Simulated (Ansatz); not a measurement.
Reaction: TeCl2 (SMILES Cl[Te]Cl) → TeCl (SMILES [Te]Cl, doublet) + Cl (doublet) (the Cl-Te bond breaks)
Each species at its own B3LYP-D3(BJ)/def2-TZVP minimum (Ansatz, a first-principles code).

Wanted: bond dissociation energy (electronic), in kJ/mol. Open shells are spin-unrestricted; no spin-orbit coupling. Cores are frozen in correlated methods (noble-gas shells, and filled d and f shells in the p block). Past Kr the def2 sets carry scalar-relativistic core potentials. CBS(X,Y): correlation extrapolated as X^-3, Hartree-Fock from the larger set. A bracket is a step between two methods taken in the basis named. Spin-orbit terms, left out, reach several kcal/mol for Br and I, and more for heavier atoms.

CCSD(T)/CBS(def2-TZVPP,def2-QZVPP) + [CCSDT(Q) - CCSD(T)]/def2-TZVPP (Ansatz) gives 278.0 kJ/mol.

Task: How far off this value is PBE/def2-TZVPD (Ansatz), in which direction, and how far these levels: r2SCAN/def2-TZVPD, wB97M-V/def2-TZVPD, B2PLYP/def2-TZVPD, CCSD(T)/CBS(def2-TZVPP,def2-QZVPP)?

Result: PBE gives 289.9 kJ/mol, 11.9 kJ/mol above it. Differences of the others: r2SCAN/def2-TZVPD (Ansatz) -1.8; wB97M-V/def2-TZVPD (Ansatz) -7.0; B2PLYP/def2-TZVPD (Ansatz) -16.9; CCSD(T)/CBS(def2-TZVPP,def2-QZVPP) (Ansatz) -0.2 kJ/mol.
